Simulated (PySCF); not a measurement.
# Ne⁺ (neon, charge +1) across methods

[He] 2s1 2p6, 2S determinant (an excited configuration). Calculation: PySCF 2.14, in x2c-TZVPPall (5s3p2d1f, 31 functions); scalar relativity by spin-free X2C-1e.

```json
{"method": "UHF", "E (hartree)": "-126.86551", "mean ε 2s α (eV)": "-75.380", "mean ε 2p α (eV)": "-45.556", "mean ε 2p β (eV)": "-39.081", "Σ⟨r²⟩ (bohr²)": "7.008", "⟨S²⟩": "0.756"}
{"method": "revPBE", "E (hartree)": "-127.4031", "mean ε 2s α (eV)": "-56.986", "mean ε 2p α (eV)": "-33.326", "mean ε 2p β (eV)": "-31.285", "Σ⟨r²⟩ (bohr²)": "7.079", "⟨S²⟩": "0.751"}
{"method": "LDA", "E (hartree)": "-126.7069", "mean ε 2s α (eV)": "-56.502", "mean ε 2p α (eV)": "-33.467", "mean ε 2p β (eV)": "-31.533", "Σ⟨r²⟩ (bohr²)": "7.116", "⟨S²⟩": "0.751"}
{"method": "PBE0", "E (hartree)": "-127.2921", "mean ε 2s α (eV)": "-61.756", "mean ε 2p α (eV)": "-36.622", "mean ε 2p β (eV)": "-33.606", "Σ⟨r²⟩ (bohr²)": "7.046", "⟨S²⟩": "0.752"}
{"method": "r2SCAN0", "E (hartree)": "-127.2958", "mean ε 2s α (eV)": "-63.418", "mean ε 2p α (eV)": "-37.372", "mean ε 2p β (eV)": "-33.940", "Σ⟨r²⟩ (bohr²)": "7.002", "⟨S²⟩": "0.752"}
{"method": "PBE", "E (hartree)": "-127.3348", "mean ε 2s α (eV)": "-56.931", "mean ε 2p α (eV)": "-33.375", "mean ε 2p β (eV)": "-31.341", "Σ⟨r²⟩ (bohr²)": "7.090", "⟨S²⟩": "0.751"}
{"method": "r2SCAN", "E (hartree)": "-127.3324", "mean ε 2s α (eV)": "-59.337", "mean ε 2p α (eV)": "-34.414", "mean ε 2p β (eV)": "-31.813", "Σ⟨r²⟩ (bohr²)": "7.015", "⟨S²⟩": "0.752"}
{"method": "M06-2X", "E (hartree)": "-127.3367", "mean ε 2s α (eV)": "-65.268", "mean ε 2p α (eV)": "-39.432", "mean ε 2p β (eV)": "-36.489", "Σ⟨r²⟩ (bohr²)": "7.020", "⟨S²⟩": "0.751"}
```

Q: Estimate the same row for PBEsol.

A: E (hartree) = -126.9997; mean ε 2s α (eV) = -56.679; mean ε 2p α (eV) = -33.273; mean ε 2p β (eV) = -31.261; Σ⟨r²⟩ (bohr²) = 7.093; ⟨S²⟩ = 0.751.
